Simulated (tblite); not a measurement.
Input of a run (GFN2-xTB geometry optimisation, gas phase (tblite 0.8.0)), started from a force field or distance geometry:
```
{"job": {"kind": "relax", "xc": "GFN2-xTB", "basis": "xTB"}, "charge": 0, "multiplicity": 1}
C     -2.293700    -1.228800    -0.422000
C     -2.177000     0.067200    -0.123400
C     -3.163300     1.005900    -0.725400
Si    -0.857400     0.716100     0.991300
C      0.618300    -0.378000     1.165300
F      0.384500    -1.713300     1.015300
C      1.746300     0.034300     0.254800
O      1.671600     1.020000    -0.509500
O      2.900800    -0.756500     0.332400
C      4.029400    -0.464800    -0.472000
H     -3.111000    -1.523900    -1.088700
H     -1.637300    -1.989600    -0.028700
H     -4.188900     0.653700    -0.437600
H     -3.042900     2.005400    -0.254400
H     -3.084200     1.083700    -1.810300
H     -0.530000     2.071200     0.542600
H     -1.469600     0.793500     2.348200
H      1.010100    -0.241100     2.207800
H      4.868200    -0.218600     0.249600
H      3.925600     0.422000    -1.099400
H      4.391700    -1.341200    -1.024400
```

Output (eV, eV/Å):
```
step      E/eV     max force
  0    -897.68793    3.403
  1    -897.97822    3.740
  2    -898.07505    1.157
  3    -898.10733    0.462
  4    -898.13677    0.389
  5    -898.15663    0.520
  6    -898.17130    0.381
  7    -898.18011    0.185
  8    -898.18767    0.249
  9    -898.19418    0.206
 10    -898.19890    0.145
 11    -898.20163    0.100
 12    -898.20302    0.083
 13    -898.20402    0.078
 14    -898.20502    0.073
 15    -898.20586    0.068
 16    -898.20642    0.049
 17    -898.20681    0.046
 18    -898.20725    0.063
 19    -898.20781    0.073
 20    -898.20839    0.063
 21    -898.20886    0.044
 22    -898.20929    0.045
 23    -898.20979    0.059
 24    -898.21043    0.074
 25    -898.21119    0.073
 26    -898.21206    0.078
 27    -898.21318    0.085
 28    -898.21481    0.106
 29    -898.21713    0.143
 30    -898.21994    0.166
 31    -898.22272    0.131
 32    -898.22548    0.131
 33    -898.22859    0.190
 34    -898.23200    0.193
 35    -898.23529    0.151
 36    -898.23850    0.127
 37    -898.24200    0.130
 38    -898.24639    0.186
 39    -898.25204    0.227
 40    -898.25490    0.305
 41    -898.26193    0.217
 42    -898.26685    0.140
 43    -898.27585    0.220
 44    -898.27978    0.181
 45    -898.28745    0.193
 46    -898.29661    0.219
 47    -898.30556    0.274
 48    -898.31433    0.280
 49    -898.30177    0.940
 50    -898.32422    0.150
 51    -898.32808    0.141
 52    -898.33963    0.385
 53    -898.34459    0.163
 54    -898.34965    0.140
 55    -898.35574    0.146
 56    -898.36026    0.169
 57    -898.36578    0.195
 58    -898.37182    0.202
 59    -898.37648    0.179
 60    -898.37913    0.315
 61    -898.38296    0.142
 62    -898.38753    0.125
 63    -898.39285    0.217
 64    -898.39682    0.193
 65    -898.40105    0.199
 66    -898.40528    0.130
 67    -898.40813    0.134
 68    -898.41017    0.147
 69    -898.41326    0.236
 70    -898.41827    0.160
 71    -898.42225    0.138
 72    -898.42629    0.148
 73    -898.42956    0.138
 74    -898.43214    0.125
 75    -898.43451    0.130
 76    -898.43742    0.111
 77    -898.44045    0.130
 78    -898.44238    0.133
 79    -898.44493    0.092
 80    -898.44659    0.073
 81    -898.44808    0.078
 82    -898.44940    0.070
 83    -898.45068    0.075
 84    -898.45186    0.073
 85    -898.45309    0.074
 86    -898.45427    0.118
 87    -898.45538    0.104
 88    -898.45645    0.064
 89    -898.45750    0.078
 90    -898.45859    0.081
 91    -898.45963    0.111
 92    -898.46045    0.091
 93    -898.46103    0.061
 94    -898.46152    0.061
 95    -898.46203    0.063
 96    -898.46263    0.068
 97    -898.46311    0.055
 98    -898.46349    0.042
 99    -898.46385    0.039
100    -898.46418    0.045
101    -898.46447    0.043
102    -898.46471    0.035
103    -898.46495    0.034
104    -898.46520    0.035
105    -898.46544    0.026
106    -898.46560    0.018
107    -898.46567    0.013
108    -898.46570    0.013
109    -898.46572    0.010
110    -898.46574    0.011
111    -898.46576    0.011
112    -898.46577    0.009
```

Problem. Summarise the run.

Solution. The energy falls by 0.778 eV over 112 L-BFGS steps, the largest force on an atom goes from 3.40 to 0.009 eV/Å, and the atoms move by 1.095 Å rms after alignment. The bond that changes most is Si4–C5 (SiH2 silicon to sp3 C–F carbon), which lengthens by 0.092 Å. Bonds longer at the end by more than 0.005 Å: 4 of 20; shorter: 11. Among the angles that change most is C5–Si4–H16, from 113.5° to 106.0°. Among the dihedrals that turn most is Si4–C5–C7–O9, from 180° to -109°. The energy rose by more than 1e-5 eV at step 49. The first step brought 37 % of the lowering.

Problem. What are the final bond lengths?

Solution. C1=C2 1.329 Å, C2–C3 1.502 Å, C2–Si4 1.886 Å, Si4–C5 1.938 Å, C5–F6 1.378 Å, C5–C7 1.492 Å, C7=O8 1.207 Å, C7–O9 1.333 Å, O9–C10 1.419 Å, C1–H11 1.080 Å, C1–H12 1.076 Å, C3–H13 1.088 Å, C3–H14 1.088 Å, C3–H15 1.089 Å, Si4–H16 1.463 Å, Si4–H17 1.468 Å, C5–H18 1.092 Å, C10–H19 1.092 Å, C10–H20 1.092 Å, C10–H21 1.087 Å. Numbering counts from 1 in the input's order; the species is `C=C(C)[SiH2][C@@H](F)C(=O)OC`.

Its GFN2-xTB frequencies are all real (lowest 25 cm⁻¹). One conformer, not necessarily the lowest. 3 starts were optimised and ended at 0.00, 0.63 and 0.90 kcal/mol (GFN2-xTB); the lowest of these is shown.

The numbers are calculated, not measured.
